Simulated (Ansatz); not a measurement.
Isolated molecules relaxed with PBE0-D4/def2-TZVP in Ansatz; ΔE leaves out vibrations. CCSD(T)/CBS is the MP2 limit (def2-TZVPP, def2-QZVPP) plus CCSD(T) − MP2 in def2-TZVPP, frozen cores. Each species was taken in one conformer, which may not be the lowest.

Consider the ligand exchange at a B–C bond: `CC(C)BS` + `O[SiH3]` → `[SiH3]OBS` + `CCC`.

`CC(C)BS`:

Cartesian coordinates in Å:
```
C -1.077 1.075 0.243
C -0.125 -0.014 -0.254
C 1.225 0.594 -0.649
B 0.103 -1.087 0.865
S -0.197 -2.830 0.706
H -0.674 1.570 1.132
H -1.223 1.841 -0.525
H -2.059 0.673 0.504
H -0.565 -0.477 -1.146
H 1.707 1.069 0.211
H 1.914 -0.158 -1.043
H 1.090 1.360 -1.418
H 0.529 -0.768 1.938
H -0.649 -2.847 -0.562
```

`O[SiH3]`:

```xyz
6

O     0.825   -0.756   -0.625
Si   -0.332    0.078    0.199
H     1.593   -0.272   -0.931
H     0.211    0.689    1.444
H    -1.380   -0.910    0.540
H    -0.917    1.170   -0.628
```

`[SiH3]OBS`:

```xyz
9

Si   -0.612    0.914    0.851
O     0.777    0.205    0.324
B     1.235   -0.711   -0.553
S     0.221   -1.678   -1.694
H    -0.542    2.358    0.529
H    -1.806    0.317    0.194
H    -0.700    0.710    2.315
H     2.410   -0.930   -0.610
H    -0.983   -1.185   -1.355
```

`CCC`:

Z-matrix (Å, degrees):
```
C
C 1 1.519
H 1 1.094 2 111.1
H 1 1.094 2 111.1 3 119.5
H 1 1.093 2 111.7 3 -120.3
C 2 1.519 1 112.7 3 -59.7
H 2 1.095 1 109.5 3 178.2
H 2 1.095 1 109.5 3 62.4
H 6 1.094 2 111.0 1 59.7
H 6 1.093 2 111.7 1 -180.0
H 6 1.094 2 111.1 1 -59.7
```

| species | CCSD(T)/CBS(def2) energy (Eh) |
| --- | --- |
| `CC(C)BS` | -542.17847 |
| `O[SiH3]` | -366.69042 |
| `[SiH3]OBS` | -789.93401 |
| `CCC` | -118.98051 |

(1) Work out ΔE.

Largest T1 diagnostic among the species: 0.013.

## Answers

(1) ΔE = (-789.93401) + (-118.98051) − (-542.17847) − (-366.69042) = -0.04563 Eh = -119.8 kJ/mol.

At CCSD(T), def2-SVP lies −14.8 kJ/mol from the extrapolated value and def2-TZVPP −0.2 kJ/mol. From BLYP to BHLYP (50 % exact exchange), in def2-TZVPP and without D4, ΔE moves by −4.3 kJ/mol.
